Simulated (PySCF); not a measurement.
CH3F3Si. Atoms are numbered in the order given.

```xyz
8

Si     0.0000     0.0000    -1.5150
C      0.0000     0.0000     0.4146
F     -1.0848    -0.6263     0.9116
F      0.0000     1.2526     0.9116
F      1.0848    -0.6263     0.9116
H      0.0000    -1.4159    -1.9637
H      1.2262     0.7079    -1.9637
H     -1.2262     0.7079    -1.9637
```
Charge 0, spin multiplicity 1.

Geometry: ωB97X-D3(BJ)/def2-SVP.

Method: ωB97X-D3(BJ)/def2-SVP (PySCF).

Frequencies are harmonic and unscaled.

Modes within 1.5 cm⁻¹ of each other (mostly degenerate sets) share a row, with their intensities summed.

Q: List the normal modes with their intensities. (Estimate from the structure and the level; the computed values follow.)

A: 
```
mode   ν (cm⁻¹)  IR (km/mol)  Raman (Å⁴/amu)  depolarisation  moving atoms (share of kinetic energy)
-----  --------  -----------  --------------  --------------  --------------------------------------
1           149          0.0             0.0               –                                  H 94 %
2–3         215          1.8             0.0               –                 F 68 %, H 14 %, Si 10 %
4           415         21.3             4.5            0.28                         Si 57 %, F 37 %
5–6         511         16.8             4.1            0.75                          F 83 %, H 11 %
7–8         659         87.8            22.4            0.75                 H 70 %, F 17 %, Si 12 %
9           756          4.1             3.3            0.01                          F 84 %, C 11 %
10          925        246.4             8.0            0.73                          H 88 %, Si 9 %
11–12       953         76.9            37.4            0.75                                  H 96 %
13–14      1190        448.5             2.7            0.75                          C 72 %, F 26 %
15         1270        153.7             2.5            0.37                          C 76 %, F 21 %
16         2292         25.6           217.6            0.03                                  H 99 %
17–18      2303        189.7           133.5            0.75                                  H 96 %
```
